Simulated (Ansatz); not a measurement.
A nudged elastic band was laid between two geometries of CH₅NSSi (9 atoms, charge 0, multiplicity 1).

The calculation used Ansatz 0.2.0, RKS B3LYP-D4/STO-3G.

| Quantity | Value |
| --- | --- |
| movable images | 7 |
| climbing image | yes |
| spring | 5.0 eV/Å² |
| optimiser | quadratic models (default) |
| start path | through a guess of the saddle point |
| force threshold | 0.05 eV/Å |
| iteration limit | 60 |
| end points | relaxed |

Image 0:

```xyz
9
Properties=species:S:1:pos:R:3
N -0.407 0.269 -1.377
C -0.191 1.318 -0.607
S 0.304 1.092 1.070
Si 0.307 -1.063 1.009
H -0.695 0.643 -2.341
H -0.294 2.379 -0.914
H 1.278 -1.579 0.073
H 0.704 -1.456 2.342
H -1.007 -1.602 0.746
```

Image 8:

```xyz
9
Properties=species:S:1:pos:R:3
N -0.288 0.484 -0.953
C -0.189 1.806 -0.635
S 0.597 0.233 2.049
Si 0.086 -0.789 0.255
H -0.583 0.131 -1.909
H -0.490 2.325 -1.612
H 1.158 -1.607 -0.284
H 0.792 -0.943 2.714
H -1.083 -1.641 0.374
```

Task: What changes between the two ends?

Result: Bonds broken: C2–S3, Si4–H8. Bonds formed: N1–Si4, S3–H8.

Task: Give the energies along the band, and the barrier.

Result: The run converged. The highest image is number 5 of 0 to 8, 4.18 eV above the first end and 2.10 eV above the last; the last end lies 2.08 eV above the first. Neighbouring images differ by up to 2.0 eV, so the band resolves the path poorly. A vibrational analysis at the climbing image gives one clearly imaginary mode, 1263i cm⁻¹: a first-order saddle point. The orbitals stay closed-shell, which can raise the energy where a bond breaks towards radicals; this wasn't checked here. Limits of this set-up: minimal basis.

```json
{"image": "0", "path coordinate (Å)": "0.00", "energy (eV)": "0.00", "C2–S3 (Å)": "1.76", "Si4–H8 (Å)": "1.45", "N1–Si4 (Å)": "2.82"}
{"image": "1", "path coordinate (Å)": "0.34", "energy (eV)": "0.05", "C2–S3 (Å)": "1.76", "Si4–H8 (Å)": "1.44", "N1–Si4 (Å)": "2.57"}
{"image": "2", "path coordinate (Å)": "0.67", "energy (eV)": "0.20", "C2–S3 (Å)": "1.74", "Si4–H8 (Å)": "1.45", "N1–Si4 (Å)": "2.32"}
{"image": "3", "path coordinate (Å)": "1.01", "energy (eV)": "0.74", "C2–S3 (Å)": "1.78", "Si4–H8 (Å)": "1.47", "N1–Si4 (Å)": "2.17"}
{"image": "4", "path coordinate (Å)": "1.35", "energy (eV)": "2.69", "C2–S3 (Å)": "1.97", "Si4–H8 (Å)": "1.62", "N1–Si4 (Å)": "2.10"}
{"image": "5", "path coordinate (Å)": "1.68", "energy (eV)": "4.18", "C2–S3 (Å)": "2.23", "Si4–H8 (Å)": "1.85", "N1–Si4 (Å)": "1.97"}
{"image": "6", "path coordinate (Å)": "2.12", "energy (eV)": "2.81", "C2–S3 (Å)": "2.53", "Si4–H8 (Å)": "2.20", "N1–Si4 (Å)": "1.82"}
{"image": "7", "path coordinate (Å)": "2.55", "energy (eV)": "2.18", "C2–S3 (Å)": "2.85", "Si4–H8 (Å)": "2.49", "N1–Si4 (Å)": "1.79"}
{"image": "8", "path coordinate (Å)": "2.98", "energy (eV)": "2.08", "C2–S3 (Å)": "3.21", "Si4–H8 (Å)": "2.56", "N1–Si4 (Å)": "1.79"}
```

Task: What is the geometry of the highest image?

Result: 
```xyz
9
Properties=species:S:1:pos:R:3:forces:R:3
N -0.295 0.355 -0.989 0.01 -0.01 0.03
C -0.149 1.555 -0.453 -0.01 0.00 -0.03
S 0.442 0.731 1.529 0.00 0.00 0.01
Si 0.135 -0.941 0.427 0.00 -0.01 0.00
H -0.589 0.222 -1.994 0.00 0.00 -0.01
H -0.369 2.390 -1.172 0.00 0.00 0.01
H 1.235 -1.708 -0.113 0.00 0.00 0.00
H 0.656 -0.873 2.201 0.00 0.00 -0.01
H -1.067 -1.732 0.564 0.00 0.00 0.00
```

The band took 12 iterations and about 2.4 core-minutes.

Run time: 2.4 min on 1 thread of AMD EPYC 7R43 64-Core Processor (Zen 3) (shared host), peak memory 0.11 GiB.
